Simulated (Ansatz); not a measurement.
C4H12SSiZn (`[CH3][Zn][S][Si](C)(C)C`), 19 atoms. Total charge 0; spin multiplicity 1. For Zn the d shell is correlated and the shells below it are frozen. Scalar relativity is left out up to krypton. Hardware: A = 2 threads of an AMD EPYC 7R13 on a shared host and a share of an NVIDIA H100 80 GB; B = 2 threads of an AMD EPYC 7R13 on a shared host. Correlated methods freeze the cores.

(1) Give the basis size and wall time and peak host memory of each of these runs in Ansatz. RHF-CCSD(T) with 3s3p of Cu, Zn/def2-SVP energy [A]; RKS r2SCAN-D4/def2-TZVPP energy and forces [A]; RKS PBE-QIDH (frozen core with 3s3p of Cu, Zn)/def2-TZVPP energy [A]; RHF-MP2 with 3s3p of Cu, Zn/def2-QZVPP energy [A]; RKS ωB97M-V/def2-SVP energy [B]; RHF-CCSD(T) with 3s3p of Cu, Zn/def2-TZVPP energy [A]; RKS PBE0-D4/def2-QZVPP energy [A]; RKS PBE-D4/def2-TZVPP energy and forces [A]; direct RPA on PBE orbitals with 3s3p of Cu, Zn/def2-TZVPP energy [A]; RKS ωB97M-V/def2-QZVPP energy [A]; RKS PBE0-D4/def2-SVP energy [B]; RKS BLYP-D4/def2-TZVPP energy [A]. (Best estimate.)

Answers

(1) Ansatz gave: Other jobs shared the machine, so times are rough.

| level | job | functions | wall time | peak host memory (GiB) |
| --- | --- | --- | --- | --- |
| RHF-CCSD(T) with 3s3p of Cu, Zn/def2-SVP | energy [A] | 183 | 3.1 s | 0.83 |
| RKS PBE-QIDH (frozen core with 3s3p of Cu, Zn)/def2-TZVPP | energy [A] | 440 | 4.7 s | 2 |
| RKS PBE0-D4/def2-QZVPP | energy [A] | 828 | 4.8 s | 1.4 |
| RKS BLYP-D4/def2-TZVPP | energy [A] | 440 | 4.9 s | 0.96 |
| direct RPA on PBE orbitals with 3s3p of Cu, Zn/def2-TZVPP | energy [A] | 440 | 5.5 s | 2 |
| RKS PBE0-D4/def2-SVP | energy [B] | 183 | 6 s | 0.78 |
| RKS r2SCAN-D4/def2-TZVPP | energy and forces [A] | 440 | 7.5 s | 1 |
| RKS PBE-D4/def2-TZVPP | energy and forces [A] | 440 | 7.5 s | 0.97 |
| RKS ωB97M-V/def2-QZVPP | energy [A] | 828 | 7.5 s | 1.5 |
| RHF-MP2 with 3s3p of Cu, Zn/def2-QZVPP | energy [A] | 828 | 12 s | 1.5 |
| RKS ωB97M-V/def2-SVP | energy [B] | 183 | 21 s | 0.96 |
| RHF-CCSD(T) with 3s3p of Cu, Zn/def2-TZVPP | energy [A] | 440 | 36 s | 1.9 |
